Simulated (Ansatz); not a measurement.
Start from `CC[SiH](F)Br` and change one atom or group to get `CC[SiH2]Br`.

Ansatz, PBE0-D4/def2-TZVP geometries, multiplicity 1. Each molecule was computed in one conformer, which needn't be the lowest.

Scalar relativity is left out up to krypton.

| property | `CC[SiH](F)Br` |
| --- | --- |
| HOMO–LUMO gap (B3LYP/def2-TZVPP) / eV | 8.30 |
| HOMO–LUMO gap (PBE0/def2-TZVPP) / eV | 8.78 |
| LUMO energy (ωB97M-V/def2-TZVPP) / eV | 2.16 |
| LUMO energy (PBE0/def2-TZVPP) / eV | 0.41 |
| HOMO energy (PBE/def2-TZVPP) / eV | -7.08 |
| LUMO energy (PBE/def2-TZVPP) / eV | -0.47 |

**Question.** What does the change do to each property? (Estimate.)

**Answer.** Ansatz gave: 
| property | `CC[SiH2]Br` | shift |
| --- | --- | --- |
| HOMO–LUMO gap (B3LYP/def2-TZVPP) / eV | 7.73 | -0.57 |
| HOMO–LUMO gap (PBE0/def2-TZVPP) / eV | 8.19 | -0.59 |
| LUMO energy (ωB97M-V/def2-TZVPP) / eV | 1.81 | -0.35 |
| LUMO energy (PBE0/def2-TZVPP) / eV | 0.05 | -0.36 |
| HOMO energy (PBE/def2-TZVPP) / eV | -6.88 | 0.20 |
| LUMO energy (PBE/def2-TZVPP) / eV | -0.83 | -0.36 |

With PBE0 the HOMO rises by 0.22 eV and the LUMO falls by 0.36 eV, so the gap narrows by about 0.58 eV. PBE moves the HOMO by 0.20 eV and ωB97M-V by 0.23 eV.

B3LYP here is the variant with VWN-RPA as its local correlation; programs differ in this.

Spin–orbit coupling is left out; it splits and shifts lone-pair levels of the heavy atoms by tenths of an eV.
